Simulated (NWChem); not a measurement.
Molecule: C2HBrClF; SMILES C(/Cl)(=C/F)Br

Results from NWChem. Pople sets run with spherical d functions. Coordinates come from a PBE0/def2-SVP optimisation. Level: M06-2X/6-31G* with COSMO at NWChem's default radii, gas-phase geometry; the question gives the dielectric constant.

Q: What does the run give for dielectric constant 2.4? Quantities: electrostatic solvation energy (kcal/mol); dipole in solution (D).

A: 
```yaml
electrostatic solvation energy (kcal/mol): -1.4
dipole in solution (D): 1.62
```
